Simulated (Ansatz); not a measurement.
Clusters of 3 atoms, chalcogenide: r2SCAN-D4/def2-TZVP single points in Ansatz on relaxed structures, gas phase. Each cluster is the lowest isomer that a short search found in that spin, judged at the geometry's level, and lower ones may exist. Core potentials for Au, Hf, Nb, Pt, Te, no spin–orbit coupling. HOMO and LUMO are taken over both spins. Singlets are spin-restricted. The structures are stationary points that may keep the symmetry of their start. Remarks come from the PBE and PBE0 runs and from stability tests at other levels; not every state was tested. HOMO above LUMO (over both spins in singlets and doublets, within one spin in higher multiplets; at PBE or PBE0), or a gap under 0.15 eV within one spin, warns that the state may not be the lowest or that an electron is smeared out.

| species | atoms | state | geometry | HOMO (eV) | LUMO (eV) | gap (eV) | lowest of the spins relaxed | point group (within 0.1 Å) | remarks |
| --- | --- | --- | --- | --- | --- | --- | --- | --- | --- |
| TiSe2⁺ | 3 | doublet | PBE0-D4/def2-TZVP | -11.32 | -10.02 | 1.29 | doublet, of doublet/quartet | C2v | quartet lower at PBE0, spin-contaminated (⟨S²⟩ up to 0.93) |
| Au2Se⁺ | 3 | doublet | r2SCAN-D4/def2-TZVP | -12.08 | -10.56 | 1.52 | doublet, of doublet/quartet | C2v | – |
| K2Se⁺ | 3 | doublet | r2SCAN-D4/def2-TZVP | -7.64 | -6.83 | 0.81 | doublet, of doublet/quartet | D∞h | gap within one spin near zero |
| PtS2 | 3 | singlet | r2SCAN-D4/def2-TZVP | -7.32 | -5.64 | 1.68 | singlet, of singlet/triplet/quintet | D∞h | restricted SCF unstable, restricted SCF unstable at other levels |
| HfS2 | 3 | singlet | PBE0-D4/def2-TZVP | -5.58 | -4.04 | 1.54 | singlet, of singlet/triplet/quintet | C2v | – |
| NbTe2⁺ | 3 | singlet | r2SCAN-D4/def2-TZVP | -10.22 | -9.55 | 0.66 | triplet (-0.12 eV), of singlet/triplet/quintet | C2v | triplet lower at PBE0, restricted, untested, triplet lowest at PBE0 |

The gap (eV) runs from 0.66 (NbTe2⁺) to 1.68 (PtS2).
